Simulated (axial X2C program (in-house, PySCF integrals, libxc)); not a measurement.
**Worked dissociation energy of NbS⁺: PBE0, without spin–orbit coupling**

Computed with an axial X2C code built on PySCF integrals. Spin-free means the one-electron spin-free X2C Hamiltonian. Basis: Nb dyall-cv3z [11s12p9d5f3g], S dyall-av3z [9s8p3d2f] (cores contracted in-house); Gaussian nuclei, density fitting, unrestricted open shells. Masses: Nb 92.906 u, S 31.972 u.

Molecular state: M_S = 1, Λ = 0 (beyond evenly filled blocks: δ+α, δ-α).

- E(Nb+) (2M_S = 4, M_L = 0): -3818.823253 hartree
- E(S) (2M_S = 2, M_L = 0): -399.078167 hartree
- E(NbS⁺) at Re: -4218.076319 hartree
- ωe: 591.1 cm⁻¹
- ωexe: 2.37 cm⁻¹

Work out De and D0.

De = -3818.823253 + (-399.078167) − (-4218.076319) = 0.17490 hartree = 4.759 eV. The zero-point energy is ωe/2 − ωexe/4 = 295 cm⁻¹ = 0.037 eV, so D0 = 4.723 eV.

One determinant describes the state; a PBE0 search over occupations chose it and may have missed a lower one. De is counted from the lowest determinant-based energies of the atoms at the same level, without counterpoise correction. Other states lie close and PBE0, whose exact exchange favours high spin, may order them wrongly; the determinant shown need not be the ground state. The nearest other spin-free determinant of the search, M_S = 1, Λ = 2, lies 0.42 eV up at the distance of the search. The determinant is spin-polarised beyond a pure state at some levels (its spin-free form has ⟨S²⟩ too high), which makes Re and μ there less reliable.

Each atomic determinant is the lowest at this level and need not be a pure term. Totals compare only within one Hamiltonian and basis.
